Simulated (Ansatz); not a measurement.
(H2B-mu-NH2)2 (B2N2H8). Charge 0, multiplicity 1. Geometry PBE-D4/def2-SVP.

Cartesian coordinates in Å:
```
B -0.856 -0.711 -0.046
H -0.732 -1.876 -0.409
H -1.998 -0.388 0.264
N -0.206 0.319 -1.097
B 0.855 0.713 0.046
H 1.999 0.397 -0.262
H 0.723 1.876 0.411
N 0.208 -0.321 1.096
H -0.823 1.080 -1.399
H 0.197 -0.111 -1.935
H -0.193 0.106 1.937
H 0.826 -1.083 1.393
```

B3LYP takes the VWN-RPA correlation.

Problem. Estimate the orbital energies around the gap (eV) in Ansatz with HF/def2-TZVP, PBE-D4/def2-SVP, r2SCAN-D4/def2-TZVP, B3LYP-D4/6-31G, ωB97X-V/def2-TZVP.

Solution. 
```tsv
orbital	HF/def2-TZVP	PBE-D4/def2-SVP	r2SCAN-D4/def2-TZVP	B3LYP-D4/6-31G	ωB97X-V/def2-TZVP
HOMO−13	-206.32	-176.71	-179.82	-183.14	-185.73
HOMO−12	-206.32	-176.71	-179.82	-183.14	-185.73
HOMO−11	-33.08	-22.48	-23.97	-24.90	-28.51
HOMO−10	-31.31	-21.15	-22.61	-23.52	-27.03
HOMO−9	-20.65	-13.93	-14.56	-15.45	-18.69
HOMO−8	-19.12	-12.96	-13.51	-14.37	-17.50
HOMO−7	-19.03	-12.12	-12.74	-13.52	-17.04
HOMO−6	-18.07	-11.95	-12.63	-13.50	-16.50
HOMO−5	-14.97	-9.28	-9.77	-10.46	-13.63
HOMO−4	-14.64	-9.14	-9.71	-10.39	-13.37
HOMO−3	-14.54	-9.12	-9.55	-10.21	-13.30
HOMO−2	-12.09	-6.97	-7.47	-8.11	-11.11
HOMO−1	-11.56	-6.64	-7.07	-7.75	-10.66
HOMO	-11.42	-6.54	-6.94	-7.56	-10.48
LUMO	3.28	0.48	0.54	1.59	2.58
LUMO+1	3.36	0.64	0.64	1.87	2.60
LUMO+2	4.17	1.24	1.45	2.47	3.48
LUMO+3	4.40	2.56	2.50	3.88	4.00
LUMO+4	4.77	2.85	2.95	4.09	4.38
LUMO+5	5.02	3.60	3.07	5.25	4.58
```
